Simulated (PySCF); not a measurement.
A run for PySCF: R-MP2/6-31G* on CH4O (SMILES CO) with ghost functions, monomers drawn apart or pushed together.

```python
from pyscf import gto, scf, dft, mp
from pyscf.data.elements import chemcore

mol = gto.M(
    atom='''
    C     0.66193138    0.28073669    3.97494669
    O    -0.68667609    0.01258713    3.62107469
    H     1.27188282   -0.62924849    3.99808737
    H     0.64738321    0.70985601    4.97588986
    H     1.13048856    1.00250653    3.29671503
    H    -0.70122077   -0.36584674    2.73655863
    ghost-C   -0.07214757    0.03071070   -0.15670475
    ghost-H    0.04576111    0.26599455   -1.21319241
    ghost-H   -0.64911593   -0.88962410   -0.06233894
    ghost-H    0.91145090   -0.10370336    0.29224828
    ghost-H   -0.59418863    0.84834177    0.33872734
    ''',
    basis='6-31g*',
    cart=True,
    charge=0, spin=0, verbose=3, max_memory=1800)
mf = scf.RHF(mol)
mf.conv_tol = 1e-8
mf.max_cycle = 100
mf.kernel()
if not mf.converged:
    mf = mf.newton().run(mf.mo_coeff, mf.mo_occ)
pt = mp.MP2(mf, frozen=chemcore(mol)).run()
```

### Question
Predict the final total energy.

### Answer
-115.3465 hartree.
